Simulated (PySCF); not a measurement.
The complex CoCl2 (charge 0) contains Co(II), shell d7. The structure is a PBE0-D3(BJ)/def2-TZVP geometry optimised for multiplicity 4; coordination linear, point group D∞h, metal–donor distances 2.09 Å.

Method (PySCF 2.14, density fitting): CASSCF(7,5) with orbitals averaged over all microstates of the shell, strongly contracted NEVPT2 on the averaged canonical orbitals; basis x2c-TZVPall on the metal, x2c-SVPall elsewhere; spin-free X2C; gas phase; spin-orbit coupling by state interaction with the mean-field operator over all roots.

CASSCF energies above the lowest CASSCF root:

```csv
state,CASSCF / cm⁻¹
4Φg,0
4Δg,738
4Πg,1693
4Σg-,1769
4Σg-,16495
2Πg,18030
2Δg,18138
2Σg+,18145
2Φg,18310
2Γg,19614
4Πg,20095
2Σg-,21554
2Πg,22066
2Δg,23244
2Πg,23331
2Φg,24820
2Δg,25004
2Σg-,25549
2Γg,26663
2Πg,27856
2Hg,28001
2Σg+,28497
```

Task: How does dynamic correlation (SC-NEVPT2) move these states?

Result: 
```
state  NEVPT2 / cm⁻¹  shift / cm⁻¹
  4Φg              0             0
  4Δg            137          -600
  4Πg           1937          +244
 4Σg-           1919          +150
 4Σg-          12971         -3524
  2Πg          16223         -1806
  2Δg          16739         -1399
 2Σg+          16196         -1949
  2Φg          17181         -1129
  2Γg          18194         -1420
  4Πg          17979         -2116
 2Σg-          18331         -3222
  2Πg          18944         -3121
  2Δg          20457         -2787
  2Πg          18636         -4696
  2Φg          23247         -1573
  2Δg          21237         -3767
 2Σg-          21560         -3988
  2Γg          26283          -380
  2Πg          25092         -2765
  2Hg          27726          -275
 2Σg+          26061         -2435
```

No frequencies were computed for the optimised geometry. 4Δg (137 cm⁻¹) lies within 300 cm⁻¹ of 4Φg at NEVPT2 level, inside the method's error: their order is undecided. Gaps between spin states lean to high spin in this active space.
